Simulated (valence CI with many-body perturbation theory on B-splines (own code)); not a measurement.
Mn⁺: one-electron terms

Level of theory: configuration interaction combined with many-body perturbation theory (CI+MBPT): six valence electrons over a frozen Dirac-Fock core [Ar], radial functions for each j: 7 s, 7 p, 8 d, 6 f, 4 g, 1 h, with the one-electron correlation potential Σ1 (screened to all orders), the two-electron term Σ2, the three-electron term Σ3, Breit, model QED; selected single and double excitations, second order for the rest, scaled by the run's own slope (own B-spline code, finite nucleus).

Set against measurement, 11 paired levels are off by 2032 cm⁻¹ on average, the worst by 3903. These come from a selection out of the NIST Handbook of Basic Atomic Spectroscopic Data. Levels without a partner in it may be off by more, other configurations by 1,000 to 4,000 cm⁻¹. Among the levels kept, up to 3200 cm⁻¹ of a level comes from second order outside the variational space, and about a tenth of that is noise between levels of different J, which matters for small intervals. Only levels of the ground parity were solved; by the run's estimate the other parity begins above the list, which can be wrong where configurations are misplaced.

These are the spectroscopic orbitals of the CI (the correlating ones are not listed), shaped by the core and the other valence electrons. h is the expectation value of the core's Dirac-Fock operator, without the valence repulsion; Σ1 is computed up to l = 3 at one energy for each symmetry, that of its lowest orbital but kept below the first core excitation, so for empty shells it is not the orbital's own correlation shift; Breit and QED include the response of the core.

| Orbital | h (hartree) | Σ1 (cm⁻¹) | Breit (cm⁻¹) | QED (cm⁻¹) | ⟨r⟩ (bohr) |
| --- | --- | --- | --- | --- | --- |
| 4s1/2 | -2.5156 | -3181 | 22.6 | 19.2 | 2.750 |
| 5s1/2 | -1.1108 | -474 | 3.8 | 3.2 | 6.702 |
| 6s1/2 | -0.65712 | -195 | 1.6 | 1.4 | 11.86 |
| 4p1/2 | -1.9772 | -1440 | 15.9 | -1.2 | 3.519 |
| 5p1/2 | -0.96715 | -373 | 4.9 | -0.4 | 7.852 |
| 6p1/2 | -0.58706 | -163 | 2.2 | -0.2 | 13.48 |
| 4p3/2 | -1.9666 | -1406 | 8.8 | -0.5 | 3.539 |
| 5p3/2 | -0.9637 | -366 | 2.7 | -0.2 | 7.879 |
| 6p3/2 | -0.58555 | -160 | 1.3 | -0.1 | 13.52 |
| 3d3/2 | -3.96 | -13536 | -25.9 | -25.0 | 1.275 |
| 4d3/2 | -1.1578 | -486 | -0.4 | -0.9 | 6.138 |
| 5d3/2 | -0.6691 | -214 | -0.2 | -0.4 | 11.67 |
| 3d5/2 | -3.951 | -13415 | -98.0 | -22.2 | 1.280 |
| 4d5/2 | -1.1567 | -486 | -3.2 | -0.8 | 6.145 |
| 5d5/2 | -0.66862 | -214 | -1.4 | -0.4 | 11.68 |
| 4f5/2 | -0.75734 | -27.5 | 0.0 | 0.0 | 8.921 |
| 5f5/2 | -0.50478 | -18.9 | 0.0 | 0.0 | 14.79 |
| 4f7/2 | -0.75738 | -27.5 | 0.0 | 0.0 | 8.921 |
| 5f7/2 | -0.5048 | -18.9 | 0.0 | 0.0 | 14.79 |
| 5g7/2 | -0.48656 |  | 0.0 | 0.0 | 13.43 |
| 5g9/2 | -0.48656 |  | 0.0 | 0.0 | 13.43 |

Among the shells of the start configuration 3d5 4s1, Σ1 is largest in size for 3d3/2, where it is 1.6 % of h.

Lowest root of each symmetry, sizes in configuration state functions:

```json
{"J": "0", "Parity": "even", "Roots": "3", "Reference": "14", "Variational": "102192", "Second order": "7111645", "Change by selected CI (cm⁻¹)": "-29447", "Change by second order (cm⁻¹)": "-648"}
{"J": "1", "Parity": "even", "Roots": "5", "Reference": "19", "Variational": "66639", "Second order": "17566450", "Change by selected CI (cm⁻¹)": "-28531", "Change by second order (cm⁻¹)": "-1612"}
{"J": "2", "Parity": "even", "Roots": "8", "Reference": "33", "Variational": "63184", "Second order": "29224808", "Change by selected CI (cm⁻¹)": "-37081", "Change by second order (cm⁻¹)": "-2397"}
{"J": "3", "Parity": "even", "Roots": "7", "Reference": "29", "Variational": "62042", "Second order": "32935912", "Change by selected CI (cm⁻¹)": "-28957", "Change by second order (cm⁻¹)": "-1742"}
{"J": "4", "Parity": "even", "Roots": "7", "Reference": "26", "Variational": "59651", "Second order": "33848846", "Change by selected CI (cm⁻¹)": "-28211", "Change by second order (cm⁻¹)": "-1931"}
{"J": "5", "Parity": "even", "Roots": "4", "Reference": "12", "Variational": "62800", "Second order": "33385403", "Change by selected CI (cm⁻¹)": "-30432", "Change by second order (cm⁻¹)": "-2103"}
{"J": "6", "Parity": "even", "Roots": "3", "Reference": "8", "Variational": "63652", "Second order": "29752928", "Change by selected CI (cm⁻¹)": "-31011", "Change by second order (cm⁻¹)": "-1479"}
```
